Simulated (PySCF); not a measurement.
# Relaxation of triplet TcO₂⁺

Level of theory: UPBE0 in PySCF with Tc def2-TZVP with ECP28, O def2-TZVP; scalar-relativistic core potentials, no spin–orbit coupling; density-fitted integrals. A (50,194) grid was used.

A hand-made linear start, of D∞h symmetry, held to at least that symmetry:

```xyz
3
charge 1 multiplicity 3, angstrom
Tc    0.0000    0.0000    0.0000
O     0.0000    0.0000    1.7346
O     0.0000    0.0000   -1.7346
```

At each step, columns x, y, z (Å) and Fx, Fy, Fz (eV/Å):

```
step 0  E − E(last) = 11.42 kJ/mol
Tc   0.000   0.000   0.000   0.000   0.000   0.000
O    0.000   0.000   1.735   0.000   0.000  -2.476
O    0.000   0.000  -1.735   0.000   0.000   2.476
step 1  E − E(last) = 3.75 kJ/mol
Tc   0.000   0.000   0.000   0.000   0.000   0.000
O    0.000   0.000   1.665   0.000   0.000   1.631
O    0.000   0.000  -1.665   0.000   0.000  -1.631
step 2  E − E(last) = 0.06 kJ/mol
Tc   0.000   0.000   0.000   0.000   0.000   0.000
O    0.000   0.000   1.692   0.000   0.000  -0.204
O    0.000   0.000  -1.692   0.000   0.000   0.204
step 3  E − E(last) = 0.00 kJ/mol
Tc   0.000   0.000   0.000   0.000   0.000   0.000
O    0.000   0.000   1.689   0.000   0.000  -0.015
O    0.000   0.000  -1.689   0.000   0.000   0.015
step 4  E − E(last) = 0.00 kJ/mol
Tc   0.000   0.000   0.000   0.000   0.000   0.001
O    0.000   0.000   1.689   0.000   0.000   0.000
O    0.000   0.000  -1.689   0.000   0.000  -0.001
```

It ends at D∞h with Tc–O 1.689 Å (×2); O–Tc–O 180.0°. A frequency run shows 2 imaginary modes (one degenerate set), down to 365i cm⁻¹, so it is a higher-order saddle point. Other isomers or separated fragments may lie lower.

Open d and f shells are described by one determinant, and the ground state may have another occupation or spin.

The relaxation took roughly 30 core-seconds on a shared host.
